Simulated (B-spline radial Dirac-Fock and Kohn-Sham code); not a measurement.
# Anomalous scattering factors of Nd, 4.2 keV to 12 keV

Method: the dispersion relation over Dirac-Hartree-Slater subshell photoionisation cross sections, with the Kissel-Pratt high-energy constant (isolated atom, no bound-bound lines or fine structure). Computed with a radial atomic solver. The forward scattering factor is f₀ + f′ + i f″.

Edges near this range: L1 7126.0 eV, L2 6722.0 eV, L3 6208.0 eV.

```tsv
hν (eV)	λ (Å)	f′ (e)	f″ (e)	tabulated f′	tabulated f″
4200	2.952	-4.959	6.769	-5.01	6.43
4510.9	2.749	?	?	?	?
5307	2.336	-6.800	4.706	-6.88	4.45
5414.7	2.290	-7.098	4.559	-7.21	4.32
6000	2.066	-10.179	3.873	-10.37	3.70
6403.9	1.936	-10.610	9.977	-10.76	9.91
6930.3	1.789	-8.253	12.017	-8.58	11.89
7222	1.717	-6.769	13.008	-6.75	12.79
7888	1.572	-3.494	11.364	-3.51	11.22
8047.8	1.541	-3.076	11.014	-3.12	10.88
9251.7	1.340	-1.269	8.827	-1.29	8.72
9814	1.263	-0.846	8.027	-0.87	7.89
12000	1.033	-0.140	5.775	-0.17	5.64
```

Q: What are f′ and f″ at 4510.9 eV?

A: f′ = -5.328 and f″ = 6.065 electrons (tables: -5.39 and 5.73). By the optical theorem f″ corresponds to a photoabsorption cross section 2 rₑ λ f″ = 94000 b.

Tabulated f′: xraylib 4.2 anomalous scattering factors (Cullen et al., EPDL97); f″: Chantler's tables (J. Phys. Chem. Ref. Data 1995 and 2000). Both are theoretical tables.
